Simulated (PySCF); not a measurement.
**A small calculation by hand: chemical shift, span and skew from a shielding tensor**

C2H6O2Si, SMILES C[SiH2]C(=O)O. Atoms are numbered in the order given.

```xyz
11

C     -2.1416     0.3181     0.3428
Si    -0.6701    -0.8224     0.1324
C      0.8719     0.3093    -0.1509
O      0.8274     1.5169    -0.1642
O      2.0228    -0.3733    -0.3343
H     -3.0718    -0.2450     0.5163
H     -1.9743     0.9945     1.1953
H     -2.2684     0.9395    -0.5572
H     -0.8052    -1.7221    -1.0486
H     -0.4120    -1.6546     1.3422
H      2.7296     0.2884    -0.4653
```

The structure is a stationary point at B3LYP-D3(BJ)/def2-SVP. One conformer was computed; it need not be the lowest.

GIAO shieldings from PBE0/pcSseg-1 run with PySCF, non-relativistic, no solvent. The symmetric part of the tensor of C1 has the principal values 188.3, 190.7, 199.5 ppm. The same nucleus in TMS has σ = 186.3 ppm at this level (PySCF, at its B3LYP-D3(BJ)/def2-TZVP geometry).

Task: Work out the isotropic shielding, the ¹³C shift against TMS, the span and the skew.

Result: 
σ(iso) = (σ11 + σ22 + σ33)/3 = 192.8 ppm. δ = σ(ref) − σ(iso) = 186.3 − (192.8) = -6.5 ppm.
Span Ω = σ33 − σ11 = 11.2 ppm. Skew κ = 3(σ(iso) − σ22)/Ω = 0.57. Tumbling in solution averages the tensor to δ; in a static solid the shielding alone would spread this spin-1/2 line over Ω.
